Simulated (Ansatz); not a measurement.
Geometry optimisation, Ansatz 0.2.0, RKS B3LYP-D4/def2-SVP.

input.yaml

```yaml
crystal:
  periodic: [false, false, false]
  atoms:
    - { symbol: B, position_ang: [0.0, 0.0, 0.0] }
    - { symbol: "N", position_ang: [0.0, 0.0, 1.9] }
    - { symbol: H, position_ang: [-0.877, -0.2713, 2.43] }
    - { symbol: H, position_ang: [0.877, 0.2713, 2.43] }
    - { symbol: O, position_ang: [1.2211, 0.0, -0.705] }
    - { symbol: H, position_ang: [1.5209, -0.9519, -0.8599] }
    - { symbol: H, position_ang: [-1.0305, 0.0, -0.595] }
    - { symbol: O, position_ang: [-0.2139, 1.6086, 0.5392] }
    - { symbol: Al, position_ang: [-1.7146, 2.5509, 0.3706] }
    - { symbol: H, position_ang: [-2.9671, 1.9092, -0.3024] }
    - { symbol: H, position_ang: [-1.7772, 4.0185, 0.8959] }
    - { symbol: H, position_ang: [-0.1432, 1.0772, 1.5734] }
basis:
  gaussian: { orbitals: def2-SVP }
hamiltonian:
  xc: b3lyp
  dispersion: d4
relax:
  f_tol: 0.15
  max_steps: 25
  restrain:
    - { distance: [0, 7], at: 1.41, k: 30.0 }
    - { distance: [11, 1], at: 1.06, k: 30.0 }
    - { distance: [0, 1], at: 2.75, k: 30.0 }
    - { distance: [11, 7], at: 2.21, k: 30.0 }
```

Launched with:

```bash
$ ansatz run input.yaml --threads 4 --pin off --max-ram 5120MiB --backend cpu --events-out ev --progress --plain --runs-dir out
```

Where does it end, and by what steps?

It converged. The restraints hold the end off the free minimum; the threshold counts their pulls, which the force column leaves out. Restrained pairs: B1–O8 (1.71 → 1.38 Å), N2–H12 (1.13 → 1.04 Å), B1–N2 (1.90 → 2.75 Å), O8–H12 (1.16 → 2.21 Å). After 19 steps the energy has fallen by 3.393 eV (the restraints' own energy left out); H10 moved furthest, 1.65 Å.

```json
{"step": "0", "energy less start (eV)": "0.0000", "largest force component (eV/Å)": "4.316", "accepted": "yes"}
{"step": "1", "energy less start (eV)": "-0.9963", "largest force component (eV/Å)": "4.808", "accepted": "yes"}
{"step": "2", "energy less start (eV)": "-1.6673", "largest force component (eV/Å)": "3.970", "accepted": "yes"}
{"step": "3", "energy less start (eV)": "-2.3252", "largest force component (eV/Å)": "2.176", "accepted": "yes"}
{"step": "4", "energy less start (eV)": "-2.9414", "largest force component (eV/Å)": "2.030", "accepted": "yes"}
{"step": "5", "energy less start (eV)": "-3.1888", "largest force component (eV/Å)": "0.990", "accepted": "yes"}
{"step": "6", "energy less start (eV)": "-3.2840", "largest force component (eV/Å)": "0.644", "accepted": "yes"}
{"step": "7", "energy less start (eV)": "-3.3135", "largest force component (eV/Å)": "0.723", "accepted": "yes"}
{"step": "8", "energy less start (eV)": "-3.2819", "largest force component (eV/Å)": "1.071", "accepted": "no"}
{"step": "9", "energy less start (eV)": "-3.3284", "largest force component (eV/Å)": "0.690", "accepted": "yes"}
{"step": "10", "energy less start (eV)": "-3.3364", "largest force component (eV/Å)": "0.674", "accepted": "yes"}
{"step": "11", "energy less start (eV)": "-3.3430", "largest force component (eV/Å)": "0.673", "accepted": "yes"}
{"step": "12", "energy less start (eV)": "-3.3443", "largest force component (eV/Å)": "0.679", "accepted": "yes"}
{"step": "13", "energy less start (eV)": "-3.3477", "largest force component (eV/Å)": "0.674", "accepted": "yes"}
{"step": "14", "energy less start (eV)": "-3.3602", "largest force component (eV/Å)": "0.669", "accepted": "yes"}
{"step": "15", "energy less start (eV)": "-3.3643", "largest force component (eV/Å)": "0.829", "accepted": "yes"}
{"step": "16", "energy less start (eV)": "-3.3673", "largest force component (eV/Å)": "0.849", "accepted": "yes"}
{"step": "17", "energy less start (eV)": "-3.3733", "largest force component (eV/Å)": "0.721", "accepted": "yes"}
{"step": "18", "energy less start (eV)": "-3.3793", "largest force component (eV/Å)": "0.668", "accepted": "yes"}
{"step": "19", "energy less start (eV)": "-3.3926", "largest force component (eV/Å)": "0.735", "accepted": "yes"}
```

```xyz
12
Properties=species:S:1:pos:R:3
B -0.296 0.237 -0.305
N 0.265 -0.138 2.360
H -0.236 -0.308 3.234
H 1.258 -0.110 2.593
O 1.017 0.215 -0.647
H 1.310 -0.669 -0.895
H -1.010 -0.725 -0.460
O -0.843 1.440 0.110
Al -1.892 2.761 -0.079
H -2.591 3.003 -1.474
H -2.101 3.683 1.184
H 0.015 0.823 2.056
```

Run time: 30 s on 4 threads of Arm Neoverse V2, with other jobs on the host, peak memory 0.24 GiB.
